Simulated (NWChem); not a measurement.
Molecule: C3H2ClF; SMILES C=C=C(F)Cl

```xyz
7

C      0.5872     2.4048     0.0000
C      0.1123     1.1876     0.0000
C     -0.3498    -0.0301     0.0000
F     -1.6555    -0.3333     0.0000
Cl     0.6526    -1.4562     0.0000
H      0.7941     2.9393    -0.9267
H      0.7941     2.9393     0.9267
```
Atoms are numbered in this order, from 1.

All runs: NWChem. Pople sets run with spherical d functions. Coordinates come from a B3LYP/6-31G* (spherical d) optimisation. GIAO values for the isolated, static molecule; σ is the absolute isotropic shielding, δ = σ(reference) − σ with the isolated reference molecule computed at the same levels (13C: tetramethylsilane, 19F: trichlorofluoromethane, 1H: tetramethylsilane).

```json
[
 {"level": "LDA (Slater exchange, VWN5)/pcSseg-1", "δ C1 (ppm)": "[?]", "δ C2 (ppm)": "[?]", "δ C3 (ppm)": "[?]", "δ F4 (ppm)": "[?]", "σ Cl5 (ppm)": "[?]", "δ H6 (ppm)": "[?]"},
 {"level": "Hartree-Fock/6-31G*", "δ C1 (ppm)": "93.7", "δ C2 (ppm)": "194.7", "δ C3 (ppm)": "133.9", "δ F4 (ppm)": "-90.0", "σ Cl5 (ppm)": "796.4", "δ H6 (ppm)": "5.71"},
 {"level": "PBE/pcSseg-1", "δ C1 (ppm)": "102.1", "δ C2 (ppm)": "210.5", "δ C3 (ppm)": "153.9", "δ F4 (ppm)": "-119.1", "σ Cl5 (ppm)": "633.0", "δ H6 (ppm)": "6.09"}
]
```

**Question.** Fill in the missing entries.

**Answer.** 
- LDA (Slater exchange, VWN5)/pcSseg-1, δ C1 (ppm): 108.5
- LDA (Slater exchange, VWN5)/pcSseg-1, δ C2 (ppm): 219.0
- LDA (Slater exchange, VWN5)/pcSseg-1, δ C3 (ppm): 159.8
- LDA (Slater exchange, VWN5)/pcSseg-1, δ F4 (ppm): -126.6
- LDA (Slater exchange, VWN5)/pcSseg-1, σ Cl5 (ppm): 619.4
- LDA (Slater exchange, VWN5)/pcSseg-1, δ H6 (ppm): 6.23
